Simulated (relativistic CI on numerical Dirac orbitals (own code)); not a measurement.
What each ingredient does to the levels of Au LXII

Base calculation: Dirac-Coulomb-Breit CI, orbitals from a KLI potential per configuration, QED by a radiative potential, unscaled Slater integrals.

Configuration list (outside the closed core [Ne]): 3s²3p⁶, 3s²3p⁵3d, 3s3p⁶3d, 3s²3p⁵4s, 3s²3p⁵4p, 3s²3p⁵4d, 3s3p⁶4s, 3s²3p⁵4f, 3p⁶3d4p, 3s3p⁶4p, 3s3p⁶4d, 3s3p⁶4f, 3s²3p⁵5s, 3s²3p⁵5p, 3s²3p⁵5d, 3s²3p⁵5f, 3s²3p⁵5g, 3s3p⁶5s, 3s3p⁶5p, 3s3p⁶5d, 3s²3p⁵6s, 3p⁶3d², 3p⁵3d³, 3p⁵3d²4s, 3p⁵3d²4p, 3p⁵3d²4d, 3p⁶3d4s, 3p⁵3d4s², 3p⁵3d4s4p, 3p⁵3d4s4d, 3p⁶4s², 3p⁵4s²4p, 3p⁵4s²4d. Double excitations out of closed p, d and f shells are left out; levels of such configurations are missing from the list, as are those of other unlisted configurations, and high levels can miss mixing partners. These lack a partner that the ground configuration has and come out too high: 3s²3p⁵4f, 3s²3p⁵5s, 3s²3p⁵5p, 3s²3p⁵5d, 3s²3p⁵5f.

Variants: (1) QED terms removed; (2) one mean potential for all configurations. Shifts of the energy above 3s²3p⁶ ¹S0, in eV, for the lowest level and the first level of each name with at least 55 % of one term (blank where a level changes its place among those of its configuration and J or its character, or is not in the variant):

```tsv
Level	Base	Δ(1)	Δ(2)
3s²3p⁶ ¹S0	0.00	0.00	0.00
3s²3p⁵3d ³P°0	258.37	+1.11	-0.21
3s²3p⁵3d ³P°1	271.24	+1.11	-0.21
3s²3p⁵3d ³F°3	274.98	+1.11	-0.21
3s²3p⁵3d ³F°4	373.27	+0.85	-0.21
3s²3p⁵3d ³D°3	391.84	+0.85	-0.21
3s²3p⁵3d ³F°2	744.22	+0.72	-0.21
3s3p⁶3d ³D1	988.64	+6.46	0.00
3s3p⁶3d ³D2	996.27	+6.46	0.00
3s3p⁶3d ³D3	1094.78	+6.19	-0.01
3s3p⁶3d ¹D2	1110.29	+6.21	-0.01
3p⁶3d² ³F2	1995.95	+12.96	+0.03
3p⁶3d² ³P0	2023.19	+12.96	+0.09
3p⁶3d² ³F3	2097.74	+12.70	-0.03
3p⁶3d² ¹G4	2113.37	+12.70	0.00
3p⁶3d² ³P1	2115.69	+12.70	+0.02
3p⁶3d² ³F4	2208.87	+12.44	-0.07
3p⁶3d² ¹S0	2246.82	+12.44	+0.04
3p⁵3d³ ³I°7	2470.81	+13.57	+0.22
3p⁵3d³ ³P°1	2472.54	+13.57	+0.24
```

At this charge energies of transitions that change n are usually good to better than 1 %, and those within a shell (Δn = 0) to a few per cent.

Ionisation energy from the two ground configurations alone: base 6723.04 eV. The NIST ASD value (theoretical) is 6724 eV.

LS names give the leading component of a level, which can be under half, so a name can repeat, a term be missing and a line seem to break the LS rules.
